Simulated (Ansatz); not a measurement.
Pulling on the Ga1–H2 bond in GaH3O (SMILES [OH][GaH2]) (multiplicity 1 held, fragments rigid). Energies count from the point at 1.556 Å.
Geometry at that point (charge 0, multiplicity 1):
| atom | x (Å) | y (Å) | z (Å) |
|---|---|---|---|
| Ga | -0.2252 | -0.2844 | 0.0258 |
| H | 0.0603 | -1.2972 | 1.1723 |
| H | -1.3595 | -0.3087 | -1.0529 |
| O | 0.9382 | 1.0873 | -0.0240 |
| H | 0.7756 | 1.7230 | -0.7275 |

Restricted levels (R-, RO-) in cc, def2 and unpolarised 6-31G sets keep to the state of the molecule at rest. Unrestricted levels (U-) break spin symmetry where that is lower. Active spaces are followed from a long bond inwards. Levels need not reach the same state.

Cores are frozen in the correlated methods. Filled d and f shells under p-block atoms count as core.

Programs: Ansatz (an electronic-structure program). 

Energies in kcal/mol.

```json
[
 {"R (Å)": "1.245", "R-HF/cc-pVDZ": "28.9", "R-MP2/cc-pVDZ": "29.2", "R-SCS-MP2/cc-pVDZ": "29.3", "U-CCSD/cc-pVDZ": "29.5", "CASSCF(2,2)/cc-pVDZ": "30.8", "FIC-MRCISD+Q on CASSCF(2,2)/cc-pVDZ": "29.5"},
 {"R (Å)": "1.401", "R-HF/cc-pVDZ": "5.8", "R-MP2/cc-pVDZ": "6.1", "R-SCS-MP2/cc-pVDZ": "6.1", "U-CCSD/cc-pVDZ": "6.3", "CASSCF(2,2)/cc-pVDZ": "7.0", "FIC-MRCISD+Q on CASSCF(2,2)/cc-pVDZ": "6.3"},
 {"R (Å)": "1.556", "R-HF/cc-pVDZ": "0.0", "R-MP2/cc-pVDZ": "0.0", "R-SCS-MP2/cc-pVDZ": "0.0", "U-CCSD/cc-pVDZ": "0.0", "CASSCF(2,2)/cc-pVDZ": "0.0", "FIC-MRCISD+Q on CASSCF(2,2)/cc-pVDZ": "0.0"},
 {"R (Å)": "1.712", "R-HF/cc-pVDZ": "3.4", "R-MP2/cc-pVDZ": "3.0", "R-SCS-MP2/cc-pVDZ": "3.0", "U-CCSD/cc-pVDZ": "2.7", "CASSCF(2,2)/cc-pVDZ": "1.9", "FIC-MRCISD+Q on CASSCF(2,2)/cc-pVDZ": "2.7"},
 {"R (Å)": "1.867", "R-HF/cc-pVDZ": "11.7", "R-MP2/cc-pVDZ": "10.9", "R-SCS-MP2/cc-pVDZ": "10.8", "U-CCSD/cc-pVDZ": "10.1", "CASSCF(2,2)/cc-pVDZ": "8.3", "FIC-MRCISD+Q on CASSCF(2,2)/cc-pVDZ": "10.0"},
 {"R (Å)": "2.101", "R-HF/cc-pVDZ": "28.1", "R-MP2/cc-pVDZ": "26.5", "R-SCS-MP2/cc-pVDZ": "26.3", "U-CCSD/cc-pVDZ": "24.6", "CASSCF(2,2)/cc-pVDZ": "21.3", "FIC-MRCISD+Q on CASSCF(2,2)/cc-pVDZ": "24.3"},
 {"R (Å)": "2.334", "R-HF/cc-pVDZ": "45.9", "R-MP2/cc-pVDZ": "43.1", "R-SCS-MP2/cc-pVDZ": "42.7", "U-CCSD/cc-pVDZ": "39.8", "CASSCF(2,2)/cc-pVDZ": "34.7", "FIC-MRCISD+Q on CASSCF(2,2)/cc-pVDZ": "39.0"},
 {"R (Å)": "2.723", "R-HF/cc-pVDZ": "73.7", "R-MP2/cc-pVDZ": "68.2", "R-SCS-MP2/cc-pVDZ": "67.3", "U-CCSD/cc-pVDZ": "61.2", "CASSCF(2,2)/cc-pVDZ": "53.1", "FIC-MRCISD+Q on CASSCF(2,2)/cc-pVDZ": "58.8"},
 {"R (Å)": "3.112", "R-HF/cc-pVDZ": "97.3", "R-MP2/cc-pVDZ": "87.8", "R-SCS-MP2/cc-pVDZ": "86.2", "U-CCSD/cc-pVDZ": "74.3", "CASSCF(2,2)/cc-pVDZ": "64.8", "FIC-MRCISD+Q on CASSCF(2,2)/cc-pVDZ": "71.3"},
 {"R (Å)": "3.579", "R-HF/cc-pVDZ": "120.0", "R-MP2/cc-pVDZ": "103.8", "R-SCS-MP2/cc-pVDZ": "101.1", "U-CCSD/cc-pVDZ": "79.9", "CASSCF(2,2)/cc-pVDZ": "71.5", "FIC-MRCISD+Q on CASSCF(2,2)/cc-pVDZ": "78.4"},
 {"R (Å)": "4.202", "R-HF/cc-pVDZ": "142.2", "R-MP2/cc-pVDZ": "114.0", "R-SCS-MP2/cc-pVDZ": "109.2", "U-CCSD/cc-pVDZ": "81.3", "CASSCF(2,2)/cc-pVDZ": "74.3", "FIC-MRCISD+Q on CASSCF(2,2)/cc-pVDZ": "81.3"},
 {"R (Å)": "4.980", "R-HF/cc-pVDZ": "160.4", "R-MP2/cc-pVDZ": "112.6", "R-SCS-MP2/cc-pVDZ": "104.1", "U-CCSD/cc-pVDZ": "81.5", "CASSCF(2,2)/cc-pVDZ": "74.9", "FIC-MRCISD+Q on CASSCF(2,2)/cc-pVDZ": "82.0"}
]
```

Doubts at one or more of the structures used: a restricted determinant that unrestricted orbitals would lower (R-HF/cc-pVDZ, R-MP2/cc-pVDZ, R-SCS-MP2/cc-pVDZ); a spin-contaminated determinant (U-CCSD/cc-pVDZ); T1 above 0.05 (U-CCSD/cc-pVDZ).
